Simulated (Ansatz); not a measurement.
B2H5NO2Si (`BO[Si]1(O)BN1`). The species carries charge 0 and has multiplicity 1.

Z-matrix (Å, degrees):
```
Si
O 1 1.660
B 1 1.893 2 124.2
O 1 1.632 2 108.0 3 176.6
N 1 1.719 2 113.7 3 -51.1
B 2 1.343 1 133.2 3 -167.8
H 3 1.188 1 165.4 2 91.5
H 4 0.961 1 116.5 2 -2.6
H 5 1.012 1 152.2 2 -65.4
H 6 1.210 2 120.6 1 -0.7
H 6 1.197 2 118.8 1 179.3
```

Task: List the harmonic frequencies (cm⁻¹, unscaled) at PBE0-D4/def2-TZVP in Ansatz. (Best estimate.)

Result: Computed: 76, 179, 200, 231, 244, 318, 339, 362, 592, 628, 692, 785, 864, 875, 877, 985, 1026, 1049, 1104, 1234, 1302, 1401, 2502, 2631, 2695, 3558, 3875.

Task: Is this a minimum?

Result: Yes, all 27 modes are real.

Task: Give the ideal-gas thermochemistry at 298.15 K and 1 bar (rigid rotor, harmonic oscillator; point group C1, symmetry number 1).

Result: Zero-point energy 183.2 kJ/mol; H(298) − E = 206.0 kJ/mol; entropy 354.6 J/(mol·K), of which translation 166.4, rotation 112.7, vibration 75.5; G(298) − E = 100.3 kJ/mol. Modes under 100 cm⁻¹ are hindered rotations or soft bends, so the harmonic entropy is rough.

Task: And at 400, 500, 600, 800 and 1000 K?

Result: 
```tsv
T (K)	H − E (kJ/mol)	S (J/mol/K)	G − E (kJ/mol)
400	219.6	393.6	62.1
500	235.0	427.8	21.0
600	251.9	458.7	-23.3
800	289.2	512.2	-120.6
1000	329.7	557.4	-227.6
```
